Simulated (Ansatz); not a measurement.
An input meant for tetraphenylphosphonium pentafluorobenzenesulfonate, `O=S(=O)([O-])c1c(F)c(F)c(F)c(F)c1F.c1ccc([P+](c2ccccc2)(c2ccccc2)c2ccccc2)cc1` (charge 0, singlet).

```yaml
crystal:
  periodic: [false, false, false]
  atoms:
    - {symbol: O, position_ang: [-3.562580, -0.568279, -2.766960]}
    - {symbol: S, position_ang: [-2.636505, -0.840433, -1.647373]}
    - {symbol: O, position_ang: [-2.188666, -2.255893, -1.470905]}
    - {symbol: O, position_ang: [-1.487565, 0.144699, -1.542789]}
    - {symbol: C, position_ang: [-3.628725, -0.452977, -0.136947]}
    - {symbol: C, position_ang: [-4.179619, -1.443161, 0.690121]}
    - {symbol: F, position_ang: [-3.999060, -2.746965, 0.464146]}
    - {symbol: C, position_ang: [-4.898675, -1.102659, 1.849815]}
    - {symbol: F, position_ang: [-5.350267, -2.063319, 2.669465]}
    - {symbol: C, position_ang: [-5.122871, 0.243349, 2.169848]}
    - {symbol: F, position_ang: [-5.798889, 0.571017, 3.276649]}
    - {symbol: C, position_ang: [-4.603165, 1.248198, 1.338497]}
    - {symbol: F, position_ang: [-4.810496, 2.536936, 1.643304]}
    - {symbol: C, position_ang: [-3.885375, 0.890758, 0.186535]}
    - {symbol: F, position_ang: [-3.419464, 1.893531, -0.570229]}
    - {symbol: C, position_ang: [0.935449, 4.658964, -0.130721]}
    - {symbol: C, position_ang: [-0.121262, 3.946309, -0.720448]}
    - {symbol: C, position_ang: [-0.091255, 2.546573, -0.786064]}
    - {symbol: C, position_ang: [1.014480, 1.858188, -0.237809]}
    - {symbol: P, position_ang: [1.062859, 0.036848, -0.301533]}
    - {symbol: C, position_ang: [-0.187621, -0.666088, 0.804648]}
    - {symbol: C, position_ang: [-0.848707, 0.191866, 1.706905]}
    - {symbol: C, position_ang: [-1.666501, -0.352031, 2.705282]}
    - {symbol: C, position_ang: [-1.844160, -1.741795, 2.793393]}
    - {symbol: C, position_ang: [-1.195306, -2.589893, 1.885083]}
    - {symbol: C, position_ang: [-0.353886, -2.060487, 0.897901]}
    - {symbol: C, position_ang: [2.639749, -0.467163, 0.500908]}
    - {symbol: C, position_ang: [2.707632, -0.473179, 1.911484]}
    - {symbol: C, position_ang: [3.901018, -0.825871, 2.555187]}
    - {symbol: C, position_ang: [5.030230, -1.184989, 1.800936]}
    - {symbol: C, position_ang: [4.961992, -1.192207, 0.399850]}
    - {symbol: C, position_ang: [3.771937, -0.834667, -0.252467]}
    - {symbol: C, position_ang: [1.211606, -0.504798, -2.027052]}
    - {symbol: C, position_ang: [2.025744, 0.295386, -2.854900]}
    - {symbol: C, position_ang: [2.269549, -0.100841, -4.178393]}
    - {symbol: C, position_ang: [1.702221, -1.285390, -4.671101]}
    - {symbol: C, position_ang: [0.877778, -2.065492, -3.844319]}
    - {symbol: C, position_ang: [0.623936, -1.683543, -2.520426]}
    - {symbol: C, position_ang: [2.080022, 2.569196, 0.353449]}
    - {symbol: C, position_ang: [2.036244, 3.970311, 0.401774]}
    - {symbol: H, position_ang: [0.901982, 5.758387, -0.086127]}
    - {symbol: H, position_ang: [-0.987732, 4.481948, -1.136806]}
    - {symbol: H, position_ang: [-0.913804, 1.972236, -1.244841]}
    - {symbol: H, position_ang: [-0.727372, 1.280886, 1.627532]}
    - {symbol: H, position_ang: [-2.181528, 0.318169, 3.408550]}
    - {symbol: H, position_ang: [-2.510237, -2.164892, 3.560112]}
    - {symbol: H, position_ang: [-1.351662, -3.676627, 1.934283]}
    - {symbol: H, position_ang: [0.169075, -2.737994, 0.210961]}
    - {symbol: H, position_ang: [1.820967, -0.209995, 2.507671]}
    - {symbol: H, position_ang: [3.945692, -0.828670, 3.654701]}
    - {symbol: H, position_ang: [5.964486, -1.468746, 2.308946]}
    - {symbol: H, position_ang: [5.840180, -1.484332, -0.195539]}
    - {symbol: H, position_ang: [3.723252, -0.852517, -1.350552]}
    - {symbol: H, position_ang: [2.455893, 1.235392, -2.476743]}
    - {symbol: H, position_ang: [2.894819, 0.529524, -4.828271]}
    - {symbol: H, position_ang: [1.885988, -1.590898, -5.712383]}
    - {symbol: H, position_ang: [0.395104, -2.971924, -4.238889]}
    - {symbol: H, position_ang: [-0.108433, -2.248512, -1.924239]}
    - {symbol: H, position_ang: [2.942760, 2.034357, 0.775699]}
    - {symbol: H, position_ang: [2.868721, 4.524199, 0.861189]}
basis:
  gaussian: {orbitals: "6-31G*", fitting: {mean_field: def2-universal-jkfit}}
magnetization: {spin_polarized: true, initial_magnetization: 1}
hamiltonian: {xc: {name: wB97M-V}}
scf: {omitted_lower_state_checks: [starts]}
output: {forces: true}
```

```sh
$ ansatz run in.yaml --threads 2 --pin off --events-out ev --progress --plain --max-ram 32768MiB --backend cuda --devices 0, --max-vram 18GiB
```

It prints (some lines left out):

```
Error: a molecule whose nuclei and cores have a total charge of 300 cannot have a net charge of 0 together with 1 unpaired electrons
```

In this input the number of unpaired electrons doesn't fit the electron count. The program refused the input.
